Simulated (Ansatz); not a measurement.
Geometry optimisation, RKS r2SCANh/def2-SVP (Ansatz 0.2.0).

input.yaml

```yaml
crystal:
  periodic: [false, false, false]
  atoms:
    - { symbol: O, position_ang: [-1.9539, 0.6644, -0.1394] }
    - { symbol: Si, position_ang: [-0.355, 0.7109, 0.0249] }
    - { symbol: Si, position_ang: [0.4339, -1.309, 0.7826] }
    - { symbol: S, position_ang: [0.4842, 1.1922, -1.925] }
    - { symbol: H, position_ang: [-2.3143, 0.8463, -1.0768] }
    - { symbol: H, position_ang: [0.0287, 1.8356, 0.9357] }
    - { symbol: H, position_ang: [1.9814, -1.268, 0.8587] }
    - { symbol: H, position_ang: [0.113, -2.4068, -0.1183] }
    - { symbol: H, position_ang: [-0.0364, -1.5992, 2.2049] }
    - { symbol: H, position_ang: [1.7016, 1.2825, -1.5443] }
basis:
  gaussian: { orbitals: def2-SVP }
hamiltonian:
  xc: r2scanh
relax:
  f_tol: 0.02
  max_steps: 50
```

Run as:

```bash
$ ansatz run input.yaml --threads 2 --pin off --max-ram 3072MiB --backend cpu --events-out ev --progress --plain --runs-dir out
```

Q: Where does it end, and by what steps?

A: The forces met the threshold. After 17 steps the energy has fallen by 0.409 eV; H10 moved furthest, 1.13 Å.

```json
{"step": "0", "energy less start (eV)": "0.0000", "largest force component (eV/Å)": "2.810", "accepted": "yes"}
{"step": "1", "energy less start (eV)": "-0.2513", "largest force component (eV/Å)": "1.281", "accepted": "yes"}
{"step": "2", "energy less start (eV)": "-0.2900", "largest force component (eV/Å)": "0.536", "accepted": "yes"}
{"step": "3", "energy less start (eV)": "-0.3125", "largest force component (eV/Å)": "0.497", "accepted": "yes"}
{"step": "4", "energy less start (eV)": "-0.3380", "largest force component (eV/Å)": "0.307", "accepted": "yes"}
{"step": "5", "energy less start (eV)": "-0.3715", "largest force component (eV/Å)": "0.424", "accepted": "yes"}
{"step": "6", "energy less start (eV)": "-0.3872", "largest force component (eV/Å)": "0.119", "accepted": "yes"}
{"step": "7", "energy less start (eV)": "-0.3728", "largest force component (eV/Å)": "0.418", "accepted": "no"}
{"step": "8", "energy less start (eV)": "-0.3946", "largest force component (eV/Å)": "0.076", "accepted": "yes"}
{"step": "9", "energy less start (eV)": "-0.3981", "largest force component (eV/Å)": "0.199", "accepted": "yes"}
{"step": "10", "energy less start (eV)": "-0.4010", "largest force component (eV/Å)": "0.108", "accepted": "yes"}
{"step": "11", "energy less start (eV)": "-0.4065", "largest force component (eV/Å)": "0.104", "accepted": "yes"}
{"step": "12", "energy less start (eV)": "-0.4069", "largest force component (eV/Å)": "0.201", "accepted": "yes"}
{"step": "13", "energy less start (eV)": "-0.3985", "largest force component (eV/Å)": "0.579", "accepted": "no"}
{"step": "14", "energy less start (eV)": "-0.4085", "largest force component (eV/Å)": "0.028", "accepted": "yes"}
{"step": "15", "energy less start (eV)": "-0.4087", "largest force component (eV/Å)": "0.035", "accepted": "yes"}
{"step": "16", "energy less start (eV)": "-0.4086", "largest force component (eV/Å)": "0.041", "accepted": "no"}
{"step": "17", "energy less start (eV)": "-0.4089", "largest force component (eV/Å)": "0.014", "accepted": "yes"}
```

```xyz
10
Properties=species:S:1:pos:R:3
O -1.828 0.536 -0.235
Si -0.172 0.596 -0.070
Si 0.445 -1.444 0.880
S 0.879 0.766 -1.948
H -2.253 1.266 -0.698
H 0.241 1.783 0.738
H 1.893 -1.402 1.238
H 0.220 -2.536 -0.111
H -0.354 -1.722 2.108
H 1.012 2.106 -1.898
```

Time of the run: 23 s on 2 threads of AMD EPYC 9R45 96-Core Processor (Zen 5), on a shared host, peak memory 0.27 GiB.
